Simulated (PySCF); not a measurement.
**Structure elucidation problem**

Molecular formula: C6H8Si. Simulated spectra:

$^{1}$H NMR (400 MHz, computed): δ 7.94 (d, 2H), 7.68 (m, 1H), 7.64 (m, 2H), 4.65 (s, 3H).

$^{13}$C{$^{1}$H} NMR (computed): δ 143.2 (CH), 136.6 (CH), 135.8 (C), 134.7 (CH).

Method: GIAO B97-2/pcSseg-2 shieldings, structure optimised with PBE0-D3(BJ)/def2-TZVP, in PySCF (no relativistic terms, gas phase, a single conformation, fast rotation and ring inversion assumed for equivalent nuclei).

Chemical shifts δ = σref − σ; $^{1}$H, $^{13}$C vs TMS, all at this level.

Task: Deduce the structure.

Result: 
- Rings plus π bonds: 4 (1 ring in the answer).
- 4 carbon signals for 6 carbons: some carbons are equivalent by symmetry or fast rotation.
- Carbon types of the structure: 1 × C, 5 × CH, leaving 3 H on heteroatoms.
- δC 143.2, 136.6, 134.7: aromatic CH.
- δC 135.8: substituted aromatic carbon.
- δH 7.94, 7.68, 7.64: hydrogen on an aromatic CH; aromatic region.
- δH 4.65: hydrogen on a silicon bonded to C.

Structure: `[SiH3]c1ccccc1`.

The data come from this structure; uniqueness wasn't tested.

Shifts are as computed. Against solution values, carbons near 30 ppm lie about +3 ppm off and those near 130 ppm about +7 ppm. Of 1211 compounds with measured shifts, 218 miss one by over three times the rms of a fit or turn the order of signals round; such compounds aren't used in these exercises. No couplings were computed; multiplicities are counted from neighbouring protons, with m where these are inequivalent, close in shift, in a saturated or five-membered ring or joined by F or P, and br s for small geminal =CH2 splittings.
